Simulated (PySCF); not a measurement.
Record of a relaxation.

C7H11NSi.
SMILES with atom numbers: `[SiH3:1][NH:2][C@H:3]1[C@H:4]2[CH:5]=[CH:6][C@@H:7]1[CH:8]=[CH:9]2` (hydrogens: H10, H11, H12 on Si1; H13 on N2; H14 on C3; H15 on C4; H16 on C5; H17 on C6; H18 on C7; H19 on C8; H20 on C9)

Computed by this run: PBE0-D3(BJ)/def2-SVP geometry optimisation, gas phase (PySCF); density fitting, grid level 1; the optimiser is geomeTRIC in internal coordinates, started from a GFN2-xTB structure with every atom displaced at random (about 0.01 Å). The frame can shift and turn from step to step; on so coarse a grid that alone can change the energy by a few meV, and forces under 0.02 eV/Å are noise.

Step 0: E = -16781.8257 eV, largest atomic force 2.468 eV/Å
```
atom  x, y, z in Å  |  force x, y, z in eV/Å
Si1     2.997    0.258   -0.019   -1.465   0.556   0.102
N2      1.432   -0.477   -0.148   -0.130  -0.072   0.050
C3      0.209    0.082    0.341    1.678   0.132   0.543
C4     -0.626    0.902   -0.648   -2.163  -1.014   0.619
C5     -1.077   -0.232   -1.581    0.638   0.931   0.695
C6     -1.231   -1.310   -0.831    0.255  -0.405   0.367
C7     -0.910   -0.936    0.607   -0.631   0.495  -0.402
C8     -1.977    0.058    1.013   -0.737  -1.134   1.447
C9     -1.840    1.146    0.296    0.713   1.308  -1.309
H10     3.911   -0.757   -0.433    1.058  -0.798  -0.339
H11     3.119    0.663    1.389    0.282   0.127   0.435
H12     3.156    1.484   -0.850    0.224   0.185  -0.137
H13     1.234   -1.067   -0.947    0.187  -0.193  -0.227
H14     0.452    0.671    1.248   -0.178  -0.085  -0.116
H15    -0.221    1.764   -1.112    0.725   1.102  -0.545
H16    -1.230   -0.086   -2.618   -0.274  -0.032  -1.248
H17    -1.539   -2.286   -1.130   -0.362  -0.834  -0.326
H18    -0.729   -1.748    1.297    0.253  -0.417   0.330
H19    -2.736   -0.162    1.769    0.005   0.082  -0.047
H20    -2.445    2.049    0.278   -0.079   0.066   0.106
```

Step 1: E = -16782.0903 eV, largest atomic force 0.471 eV/Å
```
atom  x, y, z in Å  |  force x, y, z in eV/Å
Si1     3.224    0.165    0.381    0.206  -0.120  -0.123
N2      1.658   -0.546    0.160    0.080   0.046   0.020
C3      0.444    0.001    0.654   -0.267   0.026   0.009
C4     -0.482    0.824   -0.326    0.221   0.395  -0.131
C5     -0.881   -0.307   -1.266   -0.076   0.032  -0.233
C6     -1.025   -1.409   -0.522   -0.026  -0.103  -0.020
C7     -0.719   -1.018    0.922    0.087  -0.194   0.170
C8     -1.778   -0.027    1.381    0.073   0.133  -0.128
C9     -1.635    1.079    0.637    0.007  -0.175   0.016
H10     4.245   -0.857   -0.034   -0.127   0.085   0.050
H11     3.415    0.530    1.817   -0.061  -0.013   0.021
H12     3.504    1.401   -0.427   -0.049   0.016   0.021
H13     1.518   -1.149   -0.646   -0.006  -0.014  -0.012
H14     0.650    0.592    1.559    0.048   0.019   0.032
H15    -0.038    1.718   -0.805   -0.107  -0.242   0.134
H16    -1.058   -0.190   -2.340    0.015  -0.035   0.160
H17    -1.351   -2.401   -0.845    0.020   0.074   0.016
H18    -0.494   -1.845    1.611   -0.009   0.044  -0.052
H19    -2.515   -0.218    2.159   -0.041  -0.016   0.067
H20    -2.231    1.991    0.679    0.011   0.046  -0.018
```

Step 2: E = -16782.0972 eV, largest atomic force 0.087 eV/Å
```
atom  x, y, z in Å  |  force x, y, z in eV/Å
Si1     3.217    0.169    0.384    0.074  -0.036  -0.029
N2      1.659   -0.552    0.150    0.052   0.007  -0.005
C3      0.446   -0.005    0.648   -0.076  -0.010  -0.036
C4     -0.473    0.822   -0.335    0.044   0.030   0.006
C5     -0.888   -0.311   -1.269    0.015  -0.019   0.019
C6     -1.031   -1.412   -0.520    0.001  -0.008  -0.020
C7     -0.714   -1.023    0.924    0.035   0.010   0.002
C8     -1.764   -0.021    1.383   -0.036   0.043  -0.021
C9     -1.620    1.080    0.632   -0.055  -0.022   0.035
H10     4.243   -0.834   -0.034   -0.020   0.014   0.006
H11     3.377    0.511    1.830   -0.010   0.003   0.008
H12     3.477    1.425   -0.400   -0.014   0.011   0.013
H13     1.521   -1.150   -0.661   -0.016   0.004   0.009
H14     0.661    0.587    1.552    0.016   0.002  -0.008
H15    -0.028    1.706   -0.812   -0.008  -0.042   0.026
H16    -1.073   -0.200   -2.339   -0.007  -0.010   0.013
H17    -1.364   -2.400   -0.840   -0.005   0.001  -0.005
H18    -0.489   -1.849    1.611    0.000   0.011  -0.014
H19    -2.497   -0.203    2.170    0.006   0.005   0.001
H20    -2.207    1.998    0.673    0.005   0.006   0.000
```

Step 3: E = -16782.0976 eV, largest atomic force 0.059 eV/Å
```
atom  x, y, z in Å  |  force x, y, z in eV/Å
Si1     3.226    0.165    0.382   -0.030   0.016   0.028
N2      1.661   -0.542    0.148   -0.018  -0.018  -0.038
C3      0.444    0.000    0.647    0.001   0.027   0.017
C4     -0.477    0.823   -0.335   -0.005  -0.057   0.015
C5     -0.889   -0.315   -1.266    0.005  -0.004  -0.015
C6     -1.029   -1.415   -0.518    0.017   0.046   0.022
C7     -0.713   -1.021    0.926    0.011   0.013  -0.002
C8     -1.768   -0.020    1.381   -0.025  -0.013   0.024
C9     -1.628    1.080    0.630    0.008  -0.009  -0.001
H10     4.242   -0.840   -0.048    0.004  -0.010  -0.009
H11     3.386    0.490    1.832    0.011   0.004   0.001
H12     3.487    1.430   -0.386    0.002   0.003   0.005
H13     1.518   -1.137   -0.665    0.004  -0.011  -0.002
H14     0.660    0.593    1.550    0.000   0.001  -0.004
H15    -0.033    1.705   -0.812    0.016   0.024  -0.019
H16    -1.075   -0.207   -2.335   -0.010   0.003  -0.026
H17    -1.360   -2.404   -0.836   -0.004  -0.004  -0.004
H18    -0.484   -1.844    1.614   -0.002  -0.005   0.012
H19    -2.499   -0.203    2.170    0.008   0.000  -0.005
H20    -2.216    1.997    0.669    0.006  -0.005   0.001
```

Step 4: E = -16782.0980 eV, largest atomic force 0.035 eV/Å
```
atom  x, y, z in Å  |  force x, y, z in eV/Å
Si1     3.222    0.166    0.385   -0.023   0.002   0.017
N2      1.661   -0.547    0.142   -0.011   0.006  -0.013
C3      0.446   -0.003    0.643   -0.009   0.012   0.001
C4     -0.475    0.820   -0.337   -0.013  -0.030   0.011
C5     -0.890   -0.317   -1.268    0.009   0.008   0.022
C6     -1.031   -1.415   -0.515   -0.003  -0.014   0.003
C7     -0.712   -1.020    0.927    0.000  -0.004  -0.003
C8     -1.766   -0.017    1.384    0.022  -0.015  -0.007
C9     -1.624    1.079    0.629    0.002   0.026  -0.009
H10     4.244   -0.830   -0.051    0.010  -0.007  -0.008
H11     3.378    0.482    1.838    0.009  -0.001  -0.003
H12     3.477    1.440   -0.372    0.002   0.002   0.003
H13     1.519   -1.140   -0.673    0.003  -0.003   0.006
H14     0.666    0.592    1.545   -0.002   0.004  -0.001
H15    -0.030    1.701   -0.817    0.009   0.027  -0.012
H16    -1.080   -0.211   -2.337   -0.004   0.003  -0.009
H17    -1.365   -2.403   -0.831   -0.003  -0.005  -0.001
H18    -0.483   -1.842    1.616    0.000  -0.009   0.006
H19    -2.495   -0.198    2.174    0.004  -0.001  -0.002
H20    -2.209    1.999    0.668    0.000   0.000  -0.001
```

Step 5: E = -16782.0982 eV, largest atomic force 0.021 eV/Å
```
atom  x, y, z in Å  |  force x, y, z in eV/Å
Si1     3.221    0.166    0.388   -0.003  -0.011   0.001
N2      1.660   -0.547    0.138    0.006   0.020  -0.003
C3      0.446   -0.001    0.641    0.003  -0.005  -0.009
C4     -0.476    0.819   -0.340   -0.003  -0.001  -0.004
C5     -0.892   -0.320   -1.268    0.001   0.004  -0.004
C6     -1.032   -1.417   -0.513    0.000  -0.006   0.000
C7     -0.710   -1.019    0.927   -0.008   0.001   0.002
C8     -1.762   -0.016    1.384   -0.006  -0.002   0.007
C9     -1.623    1.081    0.628    0.009  -0.004  -0.005
H10     4.242   -0.828   -0.058    0.003   0.001  -0.003
H11     3.379    0.471    1.842    0.003  -0.004  -0.002
H12     3.476    1.445   -0.359   -0.001   0.002   0.002
H13     1.518   -1.137   -0.678    0.004  -0.002   0.008
H14     0.667    0.594    1.541   -0.002   0.003  -0.001
H15    -0.031    1.700   -0.822    0.000   0.000   0.000
H16    -1.085   -0.215   -2.336    0.000   0.001   0.005
H17    -1.367   -2.406   -0.827    0.001   0.002   0.002
H18    -0.480   -1.841    1.618   -0.001   0.002   0.000
H19    -2.490   -0.195    2.176   -0.004  -0.001   0.004
H20    -2.208    2.000    0.667   -0.001  -0.001   0.001
```

**Question.** Summarise the path.

**Answer.** The energy falls by 6.28 kcal/mol from step 0 to step 5; nine tenths of that is first reached at step 1. It falls at every step. The largest force goes from 2.468 to 0.021 eV/Å. Among the bonds Si1–H10 changes most, from 1.428 to 1.493 Å; the atoms move by 0.081 Å rms after alignment.

**Question.** Follow the three bonds and two angles with the largest change from start to end.

**Answer.** 
```
step  E above end (kcal/mol)  largest force (eV/Å)  Si1–H10 (Å)  C3–C4 (Å)  C4–H15 (Å)  H10–Si1–H11 (°)  C3–C4–H15 (°)
   0                    6.28                 2.468        1.428      1.533       1.060            114.9          120.6
   1                    0.18                 0.471        1.503      1.580       1.107            110.2          117.0
   2                    0.02                 0.087        1.495      1.579       1.099            110.5          117.1
   3                    0.01                 0.059        1.493      1.578       1.097            110.7          117.0
   4                    0.00                 0.035        1.492      1.577       1.097            110.7          116.9
   5                    0.00                 0.021        1.493      1.577       1.098            110.7          117.0
```

The cost below is that of the whole optimisation. Hardware: one thread of an Arm Neoverse V1, on a shared host. Cost: 1.8 min of wall time, 0.77 GiB resident at most.
